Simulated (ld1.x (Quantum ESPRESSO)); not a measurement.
**Logarithmic derivatives: ruthenium, PAW**

| Property | Result |
| --- | --- |
| Element | ruthenium |
| Generator | ld1.x (Quantum ESPRESSO) 7.5 |
| Type | PAW |
| Functional | PBE |
| Relativity | fully relativistic |
| Frozen core | [Ar] 3d10 |
| Valence charge | 16 |
| Reference configuration | 4s2 4p6 4d7 5s1 5p0 |
| Partial waves | 4s (bound): rcut 1.40, rcutus 1.90 bohr; 5s (bound): rcut 1.40, rcutus 1.90 bohr; 4p (bound): rcut 1.75, rcutus 2.30 bohr; 5p (bound, empty): rcut 1.75, rcutus 2.30 bohr; 4d (bound): rcut 1.50, rcutus 1.75 bohr; 4d channel at 3.3 Ry: rcut 1.50, rcutus 1.75 bohr |
| Local potential | all-electron potential smoothed inside 2.15 bohr (lloc = -2) |
| Core correction | Bessel-smoothed model core, default radius (core density twice the valence density) |
| Augmentation charge | BESSEL, radius 1.15 bohr |

Open shells are filled in proportion to 2j + 1 (rel_dist='average').

The phase is arctan(r·u′/u) with u = r·R(r), unwrapped; energies in Ry, scanned from -8 to 5 Ry. A pole is an energy at which the radial function vanishes at the test radius. The pseudo phase is shifted by a multiple of π to meet the all-electron one at the reference energy, and phase errors are pseudo minus all-electron; the curves can meet again beyond the range given. Levels narrower than the energy grid can be missing from the lists of poles.

```csv
channel,radius (bohr),reference energy (Ry),"poles, all-electron","poles, pseudo",unbroken range about the reference energy with phases within 0.05 rad,phase error 1 Ry above the reference energy (rad)
s,2.52,-0.31,"-5.58, 2.76","-5.58, 2.75",the whole range,-0.000
p1/2,2.52,-0.07,"-3.51, 3.95","-3.51, 4.31",the whole range,+0.016
p3/2,2.52,-0.06,"-3.25, 4.15","-3.25, 4.08",the whole range,-0.004
d3/2,2.52,-0.40,0.04,0.04,the whole range,+0.000
d5/2,2.52,-0.37,0.08,0.08,the whole range,+0.000
```

The ghost test of this file was not conclusive.

Phases in the d3/2 channel:

```json
{"E (Ry)": "-8.00", "all-electron": "1.430", "pseudo": "1.430"}
{"E (Ry)": "-7.76", "all-electron": "1.428", "pseudo": "1.428"}
{"E (Ry)": "-7.52", "all-electron": "1.426", "pseudo": "1.426"}
{"E (Ry)": "-7.28", "all-electron": "1.423", "pseudo": "1.423"}
{"E (Ry)": "-7.04", "all-electron": "1.421", "pseudo": "1.421"}
{"E (Ry)": "-6.80", "all-electron": "1.418", "pseudo": "1.418"}
{"E (Ry)": "-6.56", "all-electron": "1.415", "pseudo": "1.415"}
{"E (Ry)": "-6.32", "all-electron": "1.412", "pseudo": "1.413"}
{"E (Ry)": "-6.08", "all-electron": "1.409", "pseudo": "1.409"}
{"E (Ry)": "-5.84", "all-electron": "1.406", "pseudo": "1.406"}
{"E (Ry)": "-5.60", "all-electron": "1.402", "pseudo": "1.402"}
{"E (Ry)": "-5.36", "all-electron": "1.399", "pseudo": "1.399"}
{"E (Ry)": "-5.12", "all-electron": "1.394", "pseudo": "1.395"}
{"E (Ry)": "-4.88", "all-electron": "1.390", "pseudo": "1.390"}
{"E (Ry)": "-4.64", "all-electron": "1.385", "pseudo": "1.385"}
{"E (Ry)": "-4.40", "all-electron": "1.380", "pseudo": "1.380"}
{"E (Ry)": "-4.16", "all-electron": "1.374", "pseudo": "1.374"}
{"E (Ry)": "-3.92", "all-electron": "1.368", "pseudo": "1.368"}
{"E (Ry)": "-3.68", "all-electron": "1.361", "pseudo": "1.361"}
{"E (Ry)": "-3.44", "all-electron": "1.353", "pseudo": "1.353"}
{"E (Ry)": "-3.20", "all-electron": "1.344", "pseudo": "1.344"}
{"E (Ry)": "-2.96", "all-electron": "1.334", "pseudo": "1.334"}
{"E (Ry)": "-2.72", "all-electron": "1.322", "pseudo": "1.323"}
{"E (Ry)": "-2.48", "all-electron": "1.308", "pseudo": "1.308"}
{"E (Ry)": "-2.24", "all-electron": "1.291", "pseudo": "1.291"}
{"E (Ry)": "-2.00", "all-electron": "1.270", "pseudo": "1.270"}
{"E (Ry)": "-1.76", "all-electron": "1.242", "pseudo": "1.242"}
{"E (Ry)": "-1.52", "all-electron": "1.202", "pseudo": "1.202"}
{"E (Ry)": "-1.28", "all-electron": "1.141", "pseudo": "1.141"}
{"E (Ry)": "-1.04", "all-electron": "1.029", "pseudo": "1.029"}
{"E (Ry)": "-0.80", "all-electron": "0.755", "pseudo": "0.755"}
{"E (Ry)": "-0.56", "all-electron": "-0.213", "pseudo": "-0.213"}
{"E (Ry)": "-0.32", "all-electron": "-1.212", "pseudo": "-1.212"}
{"E (Ry)": "-0.08", "all-electron": "-1.500", "pseudo": "-1.500"}
{"E (Ry)": "0.16", "all-electron": "-1.622", "pseudo": "-1.622"}
{"E (Ry)": "0.40", "all-electron": "-1.696", "pseudo": "-1.696"}
{"E (Ry)": "0.64", "all-electron": "-1.751", "pseudo": "-1.751"}
{"E (Ry)": "0.88", "all-electron": "-1.801", "pseudo": "-1.801"}
{"E (Ry)": "1.12", "all-electron": "-1.851", "pseudo": "-1.851"}
{"E (Ry)": "1.36", "all-electron": "-1.907", "pseudo": "-1.907"}
{"E (Ry)": "1.60", "all-electron": "-1.976", "pseudo": "-1.976"}
{"E (Ry)": "1.84", "all-electron": "-2.066", "pseudo": "-2.066"}
{"E (Ry)": "2.08", "all-electron": "-2.195", "pseudo": "-2.195"}
{"E (Ry)": "2.32", "all-electron": "-2.394", "pseudo": "-2.394"}
{"E (Ry)": "2.56", "all-electron": "-2.715", "pseudo": "-2.714"}
{"E (Ry)": "2.80", "all-electron": "-3.179", "pseudo": "-3.179"}
{"E (Ry)": "3.04", "all-electron": "-3.653", "pseudo": "-3.653"}
{"E (Ry)": "3.28", "all-electron": "-3.987", "pseudo": "-3.987"}
{"E (Ry)": "3.52", "all-electron": "-4.194", "pseudo": "-4.194"}
{"E (Ry)": "3.76", "all-electron": "-4.326", "pseudo": "-4.325"}
{"E (Ry)": "4.00", "all-electron": "-4.414", "pseudo": "-4.414"}
{"E (Ry)": "4.24", "all-electron": "-4.478", "pseudo": "-4.478"}
{"E (Ry)": "4.48", "all-electron": "-4.526", "pseudo": "-4.526"}
{"E (Ry)": "4.72", "all-electron": "-4.564", "pseudo": "-4.564"}
{"E (Ry)": "4.96", "all-electron": "-4.595", "pseudo": "-4.594"}
```
